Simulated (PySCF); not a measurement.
## Ions at one geometry of [Pb(SH)3(H2O)]+

PySCF 2.14.0, RKS PBE0, Pb def2-SVP with ECP60, S def2-SVP, H def2-SVP, O def2-SVP; non-relativistic Hamiltonian with scalar-relativistic core potentials where named; density fitting; no spin-orbit coupling; singlets restricted, open shells unrestricted. The geometry is relaxed for charge +1, singlet, vacuum:

```xyz
10

Pb    0.0609   -0.2394    0.2699
S     1.0267    1.6468    1.5267
H     2.2938    1.2010    1.3419
S    -2.0045   -1.4247    0.9105
H    -2.2184   -0.6329    1.9918
S     1.5308   -1.4065   -1.3251
H     0.7802   -2.5345   -1.2766
O    -1.1979    1.2974   -1.0945
H    -0.8787    2.1226   -1.4873
H    -2.0670    1.1016   -1.4745
```

Energies count from the relaxed state; an electron taken off or put on is at rest in vacuum. Charges and spins are Mulliken's.

```csv
state,energy (eV),spin squared,charge on Pb1 (e),spin on Pb1 (e),dipole about the centre of mass (D)
"charge +1, singlet, vacuum",0.00,0.00,0.72,0.00,3.23
"charge 0, doublet, vacuum",-6.24,0.76,0.58,0.15,3.94
```

**Question.** What does the state charge +2, doublet, vacuum give?

**Answer.** energy (eV) 13.88, spin squared 0.77, charge on Pb1 (e) 0.78, spin on Pb1 (e) -0.08, dipole about the centre of mass (D) 2.53.

With an electron taken off (doublet) the charges change, summed by element, by Pb +0.06 e, S +0.75 e, H +0.20 e, O -0.00 e. The vertical ionisation energy is 13.88 eV, against −ε(HOMO) = 12.04 eV of the relaxed state. The level lies 1.8 eV too high, as is usual for semilocal functionals and global hybrids, which keep a self-interaction error.

With an electron put on (doublet) the charges change, summed by element, by Pb -0.15 e, S -0.63 e, H -0.24 e, O +0.02 e. The vertical electron affinity is 6.24 eV, against −ε(LUMO) = 8.04 eV of the relaxed state.

Open shells may have lower solutions than those found.

No frequency check is given that shows the relaxed geometry to be a minimum.
